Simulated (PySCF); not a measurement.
**Polarisability and C₆ of Pb²⁺ (lead, charge +2)**

[Xe] 4f14 5d9 6s2 6p1, one real determinant (an excited configuration). Computed with PySCF 2.14 in aug-cc-pwCVTZ-PP with ECP60MDF, with scalar relativity through the core potential. Coupled (time-dependent) response in atomic units; α is the mean over directions.

```json
{"method": "wB97M-V", "mean α (bohr³)": "16.78", "α xx, yy, zz": "16.03, 16.03, 18.29", "C₆ (like pair)": "126.8", "S(−4)": "70.36"}
```

S(−4) is the Cauchy moment in α(ω) = α(0) + S(−4) ω² + …

Spin-orbit coupling is absent.

α(iu) at wB97M-V:

```csv
u (hartree),α(iu) (bohr³)
0,16.78
0.0500,16.61
0.100,16.11
0.200,14.46
0.300,12.50
0.500,9.127
0.750,6.476
1.00,4.914
1.50,3.219
2.00,2.315
3.00,1.373
5.00,0.6349
```

For an ion, C₆ is the dispersion term alone; charge-induced terms of lower order in 1/R come first.

The components differ because the open shell of this determinant is not spherical; for a pure term their mean is the scalar polarisability.

⟨L²⟩ = 8.01 against 12 for a pure F term, so this real determinant mixes terms. Energies and moments cover only the electrons outside the core potential. Spin-orbit coupling, absent here, splits the open shell strongly.
